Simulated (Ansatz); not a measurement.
`[SiH3][AsH2]` + CH₃SH → `CS[SiH3]` + `[AsH3]` at 400 K and 1 bar (cleavage of the Si–As bond).

Computed with Ansatz on PBE0-D4/def2-TZVP structures; ΔE is electronic, products minus reactants. CBS: MP2 limit from def2 TZ/QZ plus the TZ coupled-cluster correction, frozen cores. This one scheme is used for every species. For As outer-core shells are correlated without core-valence functions, which leaves a few kJ/mol of doubt a bond. Scalar relativity is left out up to krypton.

```
       species  CCSD(T)/CBS energy (Eh)  H − E (kJ/mol)  S (J/(mol·K))
`[SiH3][AsH2]`              -2527.08228           128.9          317.0
         CH₃SH               -438.22835           138.7          269.4
    `CS[SiH3]`               -728.52947           194.4          339.2
      `[AsH3]`              -2236.79077            72.0          234.9
```

H − E and S are ideal-gas, rigid-rotor, harmonic terms from PBE0-D4/def2-TZVP. 1 Eh = 2625.50 kJ/mol, R = 8.31446 J/(mol·K).

Q: By hand: ΔE, ΔH, ΔS and ΔG.

A: ΔE = (-728.52947) + (-2236.79077) − (-2527.08228) − (-438.22835) = -0.00961 Eh = -25.2 kJ/mol. Δ(H − E) = 194.4 + 72.0 − 128.9 − 138.7 = -1.2, so ΔH = -26.4 kJ/mol. ΔS = 339.2 + 234.9 − 317.0 − 269.4 = -12.3 J/(mol·K). ΔG = -26.4 − 400 × (-12.3)/1000 = -21.5 kJ/mol.

Q: By hand: the equilibrium constant, and the temperature at which ΔG would vanish if ΔH and ΔS stayed fixed.

A: log₁₀ K = −ΔG/(RT ln 10) = 2.8. ΔG = 0 at ΔH/ΔS = 2146 K, though so small a ΔS makes that figure unsure.

The number of gas molecules stays the same, so ΔS is small and ΔH decides. A doubt of 5 kJ/mol in ΔE shifts log₁₀ K by 0.7 here. These are equilibria of isolated gas molecules and say nothing of rates. Largest T1 diagnostic: 0.011 (customary marks: 0.02 for closed shells, 0.045 for open ones).
